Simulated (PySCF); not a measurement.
# S: excitation energy

S [Ne] 3s2 3p4 (3P) → S [Ne] 3s1 3p4 3d1 (high-spin determinant), as a difference of total energies. Calculation: PySCF 2.14, in aug-cc-pV(T+d)Z (6s5p4d2f, 55 functions); no relativity, point nucleus. Correlated levels: valence: [Ne] frozen. The calculations carry no spin-orbit coupling.

| method | excitation energy (eV) |
| --- | --- |
| UHF | 18.344 |
| LDA | 18.869 |
| PBE | 18.621 |
| PBE0 | 18.829 |
| r2SCAN | 18.422 |
| M06-L | 19.102 |
| wB97X-V | 19.479 |
| B2PLYP | 19.095 |
| BLYP | 18.870 |
| MP2 (valence) | 18.848 |
| SCS-MP2 (valence) | 19.027 |

How much does correlation contribute at MP2 (valence)?

18.848 − (18.344) = 0.504 eV, measured against UHF.

The upper state lies above the first ionisation limit, where it may autoionise and the basis confines it.

The promoted electron is Rydberg-like, and one or two diffuse shells describe it only roughly, which tends to raise the upper state.

In the upper state the promoted electron has a positive orbital energy at LDA, PBE, PBE0, r2SCAN, M06-L, BLYP, so the basis confines it.

The determinant of the upper state mixes LS terms, which raises its energy above the lowest term, most at the Hartree-Fock and MP2 levels.
